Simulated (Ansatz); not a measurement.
`[NH2][Mg][Cl]` + HBr → `[NH2][Mg][Br]` + HCl at 700 K and 1 bar (ligand exchange at a Mg–Cl bond).

Gas-phase electronic energies from Ansatz, PBE0-D4/def2-TZVP geometries. CBS: MP2 limit from def2 TZ/QZ plus the TZ coupled-cluster correction, frozen cores. This one scheme is used for every species. For Br, Mg outer-core shells are correlated without core-valence functions, which leaves a few kJ/mol of doubt a bond. Scalar relativity is left out up to krypton. Each species was taken in one conformer, which may not be the lowest.

```tsv
species	CCSD(T)/CBS energy (Eh)	H − E (kJ/mol)	S (J/(mol·K))
`[NH2][Mg][Cl]`	-715.67895	114.1	356.4
HBr	-2573.91920	36.5	223.7
`[NH2][Mg][Br]`	-2829.22045	113.9	368.6
HCl	-460.38127	38.4	211.8
```

H − E and S are ideal-gas, rigid-rotor, harmonic terms from PBE0-D4/def2-TZVP, for one conformer and one mirror image of each species. 1 Eh = 2625.50 kJ/mol, R = 8.31446 J/(mol·K).

Question: By hand: ΔE, ΔH, ΔS and ΔG.

Answer: ΔE = (-2829.22045) + (-460.38127) − (-715.67895) − (-2573.91920) = -0.00357 Eh = -9.4 kJ/mol. Δ(H − E) = 113.9 + 38.4 − 114.1 − 36.5 = 1.7, so ΔH = -7.7 kJ/mol. ΔS = 368.6 + 211.8 − 356.4 − 223.7 = 0.3 J/(mol·K). ΔG = -7.7 − 700 × (0.3)/1000 = -7.9 kJ/mol.

Question: By hand: the equilibrium constant, and the temperature at which ΔG would vanish if ΔH and ΔS stayed fixed.

Answer: log₁₀ K = −ΔG/(RT ln 10) = 0.6. ΔH and −TΔS have one sign here, so there is no such temperature. One of them is within its doubt of zero, so this could turn.

The number of gas molecules stays the same, so ΔS is small and ΔH decides. A doubt of 5 kJ/mol in ΔE shifts log₁₀ K by 0.4 here. Other conformers and mirror images would add mixing entropy, several J/(mol·K) or more a flexible species. These are equilibria of isolated gas molecules and say nothing of rates. Largest T1 diagnostic: 0.008 (customary marks: 0.02 for closed shells, 0.045 for open ones).
